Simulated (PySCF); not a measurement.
H3Cl3HfOSi, singlet, geometry from GFN2-xTB (such geometries of metal compounds can be far from the true shape) (core potentials on Hf); SVWN5/def2-SVP (PySCF).

PySCF was given this input:
```python
from pyscf import gto, scf, dft

mol = gto.M(
    atom='''
Hf    0.16198422    0.08986631    0.15434697
Cl    1.67669179    1.12473129    1.46639015
Cl   -0.93563556   -1.30710791    1.53279462
Cl   -1.24341668    1.69597803   -0.55096803
O     0.65066792   -0.87100724   -1.35901133
Si   -0.43731869   -1.45667371   -2.41454629
H    -1.74287364   -1.54049122   -1.70426651
H     0.05106640   -2.77486407   -2.80862422
H    -0.51381059   -0.52475309   -3.54403733
''',
    basis='def2-svp',
    ecp={'Hf': 'def2-svp'},
    verbose=4,
)

mf = dft.RKS(mol)
mf.xc = 'lda,vwn'
mf.kernel()
```

### Question
Write the output that PySCF gives for this input, abridged.

### Answer

```
PySCF version 2.14.0

[INPUT] verbose = 4
[INPUT] num. atoms = 9
[INPUT] num. electrons = 88
[INPUT] charge = 0
[INPUT] spin (= nelec alpha-beta = 2S) = 0
[INPUT] symmetry False subgroup None
[INPUT] Mole.unit = angstrom
[INPUT] Symbol           X                Y                Z      unit          X                Y                Z       unit  Magmom
[INPUT]  1 Hf     0.161984220000   0.089866310000   0.154346970000 AA    0.306105812301   0.169822713725   0.291673501456 Bohr   0.0
[INPUT]  2 Cl     1.676691790000   1.124731290000   1.466390150000 AA    3.168488278407   2.125434101829   2.771075775260 Bohr   0.0
[INPUT]  3 Cl    -0.935635560000  -1.307107910000   1.532794620000 AA   -1.768094960804  -2.470075965153   2.896562037007 Bohr   0.0
[INPUT]  4 Cl    -1.243416680000   1.695978030000  -0.550968030000 AA   -2.349716983916   3.204933989979  -1.041178680091 Bohr   0.0
[INPUT]  5 O      0.650667920000  -0.871007240000  -1.359011330000 AA    1.229584166840  -1.645965136113  -2.568159213881 Bohr   0.0
[INPUT]  6 Si    -0.437318690000  -1.456673710000  -2.414546290000 AA   -0.826412553254  -2.752714364754  -4.562831203185 Bohr   0.0
[INPUT]  7 H     -1.742873640000  -1.540491220000  -1.704266510000 AA   -3.293553849324  -2.911106503097  -3.220596947168 Bohr   0.0
[INPUT]  8 H      0.051066400000  -2.774864070000  -2.808624220000 AA    0.096501510167  -5.243733125196  -5.307530562620 Bohr   0.0
[INPUT]  9 H     -0.513810590000  -0.524753090000  -3.544037330000 AA   -0.970961295001  -0.991639623119  -6.697259928935 Bohr   0.0

nuclear repulsion = 561.026757176943
number of shells = 59
number of NR pGTOs = 246
number of NR cGTOs = 133
basis = def2-svp
ecp = {'Hf': 'def2-svp'}

******** <class 'pyscf.dft.rks.RKS'> ********
method = RKS
initial guess = minao
damping factor = 0
level_shift factor = 0
DIIS = <class 'pyscf.scf.diis.CDIIS'>
diis_start_cycle = 1
diis_space = 8
diis_damp = 0
SCF conv_tol = 1e-09
SCF conv_tol_grad = None
SCF max_cycles = 50
direct_scf = True
direct_scf_tol = 1e-13
XC library pyscf.dft.libxc version 7.1.2
    S. Lehtola, C. Steigemann, M. J. T. Oliveira, and M. A. L. Marques,  SoftwareX 7, 1–5 (2018)
XC functionals = lda,vwn
    P. A. M. Dirac,  Math. Proc. Cambridge Philos. Soc. 26, 376 (1930)
    F. Bloch,  Z. Phys. 57, 545 (1929)
    S. H. Vosko, L. Wilk, and M. Nusair,  Can. J. Phys. 58, 1200 (1980)
radial grids:
    Treutler-Ahlrichs [JCP 102, 346 (1995); DOI:10.1063/1.469408] (M4) radial grids

becke partition: Becke, JCP 88, 2547 (1988); DOI:10.1063/1.454033
pruning grids: <function nwchem_prune>
grids dens level: 3
symmetrized grids: False
atomic radii adjust function: <function treutler_atomic_radii_adjust>
small_rho_cutoff = 0
Set gradient conv threshold to 3.16228e-05
Initial guess from minao.
tot grids = 143120
init E= -1776.30220760536
  HOMO = -0.444413365358021  LUMO = -0.369259628838525  gap/eV = 2.04504
cycle= 1 E= -1787.94147783756  delta_E= -11.6  |g|= 1.63  |ddm|= 7.91
  HOMO = 0.0029147573822618  LUMO = 0.00994412044831296  gap/eV = 0.19128
cycle= 2 E= -1784.13701595884  delta_E=  3.8  |g|= 4.07  |ddm|= 7.43
  HOMO = -0.267681306254487  LUMO = -0.0360340021238267  gap/eV = 6.30344
cycle= 3 E= -1788.34923365354  delta_E= -4.21  |g|= 0.995  |ddm|= 6.55
  HOMO = -0.272631110672077  LUMO = -0.107896860269531  gap/eV = 4.48265
cycle= 4 E= -1788.48329485682  delta_E= -0.134  |g|= 0.79  |ddm|= 1.61
  HOMO = -0.29508781289775  LUMO = -0.0861707120392594  gap/eV = 5.68492
cycle= 5 E= -1788.6120925339  delta_E= -0.129  |g|= 0.0674  |ddm|= 0.593
  HOMO = -0.292750325556819  LUMO = -0.0861828007303272  gap/eV = 5.62099
cycle= 6 E= -1788.61316092178  delta_E= -0.00107  |g|= 0.041  |ddm|= 0.133
  HOMO = -0.294846998870702  LUMO = -0.0854353627200967  gap/eV = 5.69838
cycle= 7 E= -1788.6135709419  delta_E= -0.00041  |g|= 0.0106  |ddm|= 0.0499
  HOMO = -0.295209874309533  LUMO = -0.0854493325607013  gap/eV = 5.70788
cycle= 8 E= -1788.61359732801  delta_E= -2.64e-05  |g|= 0.00338  |ddm|= 0.0149
  HOMO = -0.295314289766833  LUMO = -0.0854242230677704  gap/eV = 5.71140
cycle= 9 E= -1788.61360059046  delta_E= -3.26e-06  |g|= 0.000819  |ddm|= 0.00469
  HOMO = -0.295341337023997  LUMO = -0.0853992631177014  gap/eV = 5.71281
cycle= 10 E= -1788.61360075954  delta_E= -1.69e-07  |g|= 0.000175  |ddm|= 0.000975
  HOMO = -0.295336999828246  LUMO = -0.0853938662998728  gap/eV = 5.71284
cycle= 11 E= -1788.61360076865  delta_E= -9.12e-09  |g|= 3.06e-05  |ddm|= 0.000226
  HOMO = -0.295334062362545  LUMO = -0.0853877384405347  gap/eV = 5.71293
cycle= 12 E= -1788.61360076857  delta_E= 8.5e-11  |g|= 3.56e-05  |ddm|= 6.58e-05
  HOMO = -0.295335324015475  LUMO = -0.0853915470556925  gap/eV = 5.71286
cycle= 13 E= -1788.61360076892  delta_E= -3.53e-10  |g|= 3.93e-06  |ddm|= 4.12e-05
  HOMO = -0.295334976795531  LUMO = -0.0853916132253677  gap/eV = 5.71285
Extra cycle  E= -1788.6136007689  delta_E= 1.91e-11  |g|= 1.02e-05  |ddm|= 1.19e-05
converged SCF energy = -1788.6136007689
```
